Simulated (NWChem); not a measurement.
Molecule: C2H4ClNOSi; SMILES [Si@H](OC#N)(C)Cl

```xyz
10

C     -1.9532     0.1383     0.3074
Si    -0.2600     0.3492    -0.4303
Cl     0.6222     2.1166     0.1375
O      0.7994    -0.8477     0.2046
C      0.5392    -2.1103     0.0991
N      0.3251    -3.2541     0.0203
H     -2.3381    -0.8663     0.0949
H     -2.6506     0.8690    -0.1173
H     -1.9295     0.2756     1.3935
H     -0.2072     0.2423    -1.9016
```
Atoms are numbered in this order, from 1.

All runs: NWChem. Medium grid unless said otherwise, to which SCAN and Minnesota functionals are sensitive. Coordinates come from a B3LYP/6-31G* (spherical d) optimisation. Total energies of different functionals are on different scales.

| level | energy (Ha) | highest occupied level (eV) | orbital gap (eV) | dipole (D) | relative time |
|---|---|---|---|---|---|
| PBE/def2-TZVP | -957.8890 | -7.36 | 6.18 | 4.09 | 2 |
| B3LYP/def2-TZVP | -958.5078 | -8.55 | 8.06 | 4.09 | 2 |
| Hartree-Fock/def2-TZVP | -956.0033 | -12.15 | 15.16 | 4.15 | 1 |
| CAM-B3LYP/def2-TZVP | -958.4008 | -10.23 | 11.00 | 4.10 | 10 |
| r2SCAN/def2-TZVP | -958.3030 | -7.68 | 6.86 | 4.14 | 2 |
| M06-2X/def2-TZVP | -958.3560 | -10.23 | 10.75 | 4.02 | 1 |

The last column is a rough cost ratio, cheapest run = 1.
